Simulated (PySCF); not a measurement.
# How methods differ on the interval between two levels of Co⁺

Co⁺ [Ar] 3d8 [3F4, M_J = 4] → Co⁺ [Ar] 3d7 4p1 [5G6, M_J = 6], as a difference of total energies. Calculation: PySCF 2.14, in x2c-TZVPall-2c (6s7p4d1f, 54 functions); the two-component X2C-1e Hamiltonian. Correlated levels: [Ne] frozen; the 6 highest virtual spinors dropped. "Screened" scales the spin-orbit matrix elements by Boettger's factors to mimic the two-electron term; Breit and QED terms are absent.

```csv
method,interval between two levels (cm⁻¹)
GHF (spin-free),29179
GMP2 (spin-free),49704
GHF (screened spin-orbit),29274
GMP2 (screened spin-orbit),49830
```

Errors of the correlated levels include the incompleteness of this basis and the frozen core.

The labels give the starting determinants; with spin-orbit coupling the two ends relaxed to ⟨J²⟩ = 20.01, ⟨L²⟩ = 12.01, ⟨S²⟩ = 2.01 and ⟨J²⟩ = 42.01, ⟨L²⟩ = 20.03, ⟨S²⟩ = 5.99.

For comparison: 47078 cm⁻¹ (measured; NIST Handbook of Basic Atomic Spectroscopic Data (Sansonetti and Martin, J. Phys. Chem. Ref. Data 34, 1559 (2005))).
